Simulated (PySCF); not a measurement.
**A small calculation by hand: chemical shift, span and skew from a shielding tensor**

Ge(H)2(Br)(Me) (CH5BrGe), SMILES [CH3][GeH2][Br]. Atoms are numbered in the order given.

```xyz
8

Ge    -0.3517    -0.8691     0.2747
C     -2.2081    -0.3071     0.2877
Br     0.9183     0.9572    -0.3511
H     -0.0766    -1.9691    -0.7586
H      0.1449    -1.2911     1.6634
H     -2.3423     0.5239     0.9951
H     -2.8580    -1.1431     0.5899
H     -2.5041     0.0313    -0.7158
```
Charge 0, spin multiplicity 1.

Coordinates come from a ωB97X-D3(BJ)/def2-SVP optimisation.

GIAO shieldings from PBE/pcSseg-1 (PySCF), non-relativistic, no solvent. The symmetric part of the tensor of C2 has the principal values 161.4, 174.9, 190.7 ppm. The same nucleus in TMS has σ = 182.0 ppm at this level (PySCF, at its B3LYP-D3(BJ)/def2-TZVP geometry). Without spin–orbit terms, shifts of atoms bonded to Cl or Br come out too high.

Task: Work out the isotropic shielding, the ¹³C shift against TMS, the span and the skew.

Result: 
σ(iso) = (σ11 + σ22 + σ33)/3 = 175.7 ppm. δ = σ(ref) − σ(iso) = 182.0 − (175.7) = 6.3 ppm.
Span Ω = σ33 − σ11 = 29.3 ppm. Skew κ = 3(σ(iso) − σ22)/Ω = 0.08. Tumbling in solution averages the tensor to δ; in a static solid the shielding alone would spread this spin-1/2 line over Ω.
